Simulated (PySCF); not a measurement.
Isomers of C7H13NSi, one conformer each; single-point electronic energies without zero-point terms and without any empirical dispersion term.

Computed with PySCF at PBE0/pcSseg-1, non-relativistic, each on one gas-phase PBE0-D3(BJ)/def2-SVP geometry that isn't relaxed in the solvent. The solvent is an IEF-PCM continuum (cavity from Bondi-type radii × 1.2). The model holds no explicit solvent molecules, cavitation or dispersion.

| isomer | relative energy, gas (kJ/mol) | dipole (D) |
| --- | --- | --- |
| `C(=C1/CCC1=C)/C[SiH2]N` | 0.0 | 0.83 |
| `CC#C[Si]1(N(C)C)CC1` | 92.7 | 1.72 |

How do the relative energies look in tetrahydrofuran (ε = 7.426)?

```
                  isomer  relative energy, solvent (kJ/mol)  E(solvent) − E(gas) (kJ/mol)  dipole in solvent (D)
`C(=C1/CCC1=C)/C[SiH2]N`                                0.0                         -15.6                   0.97
   `CC#C[Si]1(N(C)C)CC1`                               93.7                         -14.5                   2.15
```

The order is unchanged. Conformers: `[CH2:1]=[C:2]1[CH2:3][CH2:4]/[C:5]1=[CH:6]\[CH2:7][SiH2:8][NH2:9]` with C5–C6–C7–Si8 94°, C6–C7–Si8–N9 -53°, C7–Si8–N9–H -167° and 57°; `[CH3:1][C:2]#[C:3][Si:4]1([N:5]([CH3:6])[CH3:7])[CH2:8][CH2:9]1` with C3–Si4–N5–C6 -81°. `C(=C1/CCC1=C)/C[SiH2]N` gains most from the continuum, while `CC#C[Si]1(N(C)C)CC1` has the largest gas-phase dipole. The gains span 1.1 kJ/mol, the gas-phase energies 92.7 kJ/mol.
